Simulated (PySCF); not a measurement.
C3H8FNSi. Atoms are numbered in the order given.

```xyz
14

C      2.6255    -0.1654     0.5625
C      1.5088    -0.8718     0.3467
Si     0.0131    -0.1052    -0.4471
F      0.4342     1.4574    -0.7240
N     -1.3375    -0.2835     0.5868
C     -2.7271    -0.1118     0.2008
H      2.6930     0.8889     0.2701
H      3.5130    -0.6029     1.0361
H      1.4843    -1.9262     0.6533
H     -0.3574    -0.6494    -1.7787
H     -1.1771    -0.2556     1.5885
H     -3.3742    -0.8716     0.6717
H     -3.1302     0.8855     0.4562
H     -2.8239    -0.2348    -0.8897
```

Coordinates come from a ωB97X-D3(BJ)/def2-SVP optimisation. The structure was generated by enumeration; whether it is a known compound was not checked. The values are those of a single conformer.

Level of theory: SMD-M06-2X/6-31G* in PySCF.

Solvation free energies are E(SMD) − E(gas) at the gas-phase geometry, for 1 M in both phases. In vacuum the dipole moment is 1.93 D.

```json
[
 {"solvent": "water", "ΔG(solv) (kcal/mol)": "0.0", "its non-electrostatic (CDS) part": "5.1", "dipole (D)": "2.42"},
 {"solvent": "diethylether", "ΔG(solv) (kcal/mol)": "-3.6", "its non-electrostatic (CDS) part": "0.0", "dipole (D)": "2.26"},
 {"solvent": "dichloromethane", "ΔG(solv) (kcal/mol)": "[?]", "its non-electrostatic (CDS) part": "[?]", "dipole (D)": "[?]"}
]
```

Question: Fill in the missing entries. (The exact figures need the calculation; the answer reports its results.)

Answer: 
- dichloromethane, ΔG(solv) (kcal/mol): -4.3
- dichloromethane, its non-electrostatic (CDS) part: 0.0
- dichloromethane, dipole (D): 2.34
